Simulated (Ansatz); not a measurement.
A run on `[OH][Hf]([OH])([F])[SeH]` with other settings.

```yaml
crystal:
  periodic: [false, false, false]
  atoms:
    - {symbol: O, position_ang: [-0.775261, 1.354384, 0.763006]}
    - {symbol: Hf, position_ang: [-0.049523, -0.316008, 0.199742]}
    - {symbol: O, position_ang: [1.752453, -0.608635, 0.738300]}
    - {symbol: F, position_ang: [-1.172139, -1.696583, 0.897620]}
    - {symbol: Se, position_ang: [-0.006757, -0.409842, -2.401262]}
    - {symbol: H, position_ang: [-0.965603, 2.228618, 1.086328]}
    - {symbol: H, position_ang: [2.609544, -0.637209, 1.151043]}
    - {symbol: H, position_ang: [-1.392714, 0.085266, -2.434767]}
basis:
  gaussian: {orbitals: x2c-TZVPPall}
total_charge: -1
magnetization: {spin_polarized: true, initial_magnetization: 1}
hamiltonian: {xc: {name: B2PLYP}}
output: {forces: true}
```

```sh
$ ansatz run in.yaml --threads 4 --pin off --events-out ev --progress --plain --max-ram 10444MiB
```

Shortened log:

```
Functional definition: B2PLYP
1978 factors; integrals over basis functions are off by at most 9.2e-4 eV
mean field evaluation 1: about -483287.4996 eV, gradient 4.0e1 eV
mean field evaluation 2: about -483287.5764 eV, gradient 4.0e1 eV
mean field evaluation 4: about -483292.8024 eV, gradient 3.7e0 eV
mean field evaluation 8: about -483292.8843 eV, gradient 5.4e-1 eV
mean field evaluation 16: about -483292.8944 eV, gradient 3.1e-2 eV
mean field evaluation 32: about -483292.8946 eV, gradient 1.8e-4 eV
mean field -483292.89455690 eV, -17760.6862872764 hartree, gradient 8.5e-6 eV, S^2 0.750573; 6 other end points of the search recorded, 0 dependent functions left out
35 core orbitals not correlated: weight in the atoms' cores, before any rotation towards them, 1.000 or more for the frozen orbitals, at most 0.000 for the correlated occupied ones
reference -483292.89474512 eV, -17760.6862941934 hartree; 33, 32 occupied and 212, 213 virtual orbitals, 1978 factors
second order -50.37310157 eV of doubles, -0.00000000 eV of singles
Total energy: -483306.49548254 eV, -17761.1861120748 hartree
Relativity: scalar
Atom 0 at    -0.775261     1.354384     0.763006 Å, force    -0.066790    -0.509112    -0.335923 eV/Å
Atom 1 at    -0.049523    -0.316008     0.199742 Å, force     0.470069     0.501429     0.483175 eV/Å
Atom 2 at     1.752453    -0.608635     0.738300 Å, force    -0.534561    -0.167982    -0.378991 eV/Å
Atom 3 at    -1.172139    -1.696583     0.897620 Å, force    -0.166642    -0.259106     0.048908 eV/Å
Atom 4 at    -0.006757    -0.409842    -2.401262 Å, force     0.159263    -0.094142    -0.253973 eV/Å
Atom 5 at    -0.965603     2.228618     1.086328 Å, force     0.030477     0.357572     0.176160 eV/Å
Atom 6 at     2.609544    -0.637209     1.151043 Å, force     0.307788     0.090612     0.251360 eV/Å
Atom 7 at    -1.392714     0.085266    -2.434767 Å, force    -0.199603     0.080729     0.009283 eV/Å
Dipole moment:    -0.135542    -0.075354    -0.392291 e Å
```

Run time 2.2 min (4 threads of an Intel Xeon Platinum 8259CL on a shared host); peak host memory 2.2 GiB.
